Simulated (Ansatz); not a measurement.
Geometry optimisation, RHF/6-31G* in Ansatz.

The input (input.yaml):

```yaml
crystal:
  periodic: [false, false, false]
  atoms:
    - { symbol: Al, position_ang: [0.0, 0.0, 0.0] }
    - { symbol: O, position_ang: [0.0, 0.0, 2.13] }
    - { symbol: Si, position_ang: [-1.3147, -0.4067, 3.0936] }
    - { symbol: H, position_ang: [-2.239, -1.2403, 2.3304] }
    - { symbol: H, position_ang: [-0.8506, -1.1432, 4.2657] }
    - { symbol: H, position_ang: [-1.9987, 0.8095, 3.5233] }
    - { symbol: H, position_ang: [1.351, 0.0, -0.78] }
    - { symbol: H, position_ang: [-1.351, 0.0, -0.78] }
    - { symbol: O, position_ang: [0.0932, 1.9717, 0.6559] }
    - { symbol: H, position_ang: [0.4919, 2.0, 1.5834] }
    - { symbol: H, position_ang: [0.0589, 1.2457, 1.7601] }
basis:
  gaussian: { orbitals: "6-31G*" }
hamiltonian:
  xc: hf
relax:
  f_tol: 0.15
  max_steps: 25
  restrain:
    - { distance: [0, 8], at: 2.98, k: 30.0 }
    - { distance: [10, 1], at: 2.21, k: 30.0 }
    - { distance: [0, 1], at: 1.78, k: 30.0 }
    - { distance: [10, 8], at: 1.01, k: 30.0 }
```

Command:

```bash
$ ansatz run input.yaml --threads 1 --pin off --max-ram 2048MiB --backend cpu --events-out ev --progress --plain --runs-dir out
```

Question: Where does it end, and by what steps?

Answer: The forces met the threshold. The restraints hold the end off the free minimum. After 8 steps the energy has fallen by 3.842 eV (the restraints' own energy left out); H10 moved furthest, 1.11 Å. Parted: Al1–O9 (2.08 → 2.97 Å). Joined: O9–H11 (1.32 → 0.97 Å).

| step | energy less start (eV) | largest force component (eV/Å) | accepted |
| --- | --- | --- | --- |
| 0 | 0.0000 | 4.805 | yes |
| 1 | 0.1092 | 4.536 | yes |
| 2 | -0.5618 | 4.584 | yes |
| 3 | -1.9702 | 3.517 | yes |
| 4 | -3.2096 | 2.847 | yes |
| 5 | -3.5957 | 2.215 | yes |
| 6 | -3.7831 | 1.361 | yes |
| 7 | -3.8343 | 1.002 | yes |
| 8 | -3.8421 | 1.064 | yes |

```xyz
11
Properties=species:S:1:pos:R:3
Al -0.100 -0.249 0.065
O -0.502 -0.169 1.768
Si -1.430 -0.633 3.020
H -2.532 -1.514 2.577
H -0.631 -1.365 4.023
H -2.016 0.553 3.679
H 1.422 -0.428 -0.310
H -1.287 -0.322 -0.970
O 0.229 2.546 0.999
H 1.119 2.825 1.172
H -0.029 1.993 1.758
```

The run took 19 s on 1 thread of Arm Neoverse V1, on a shared host, peak memory 0.15 GiB.
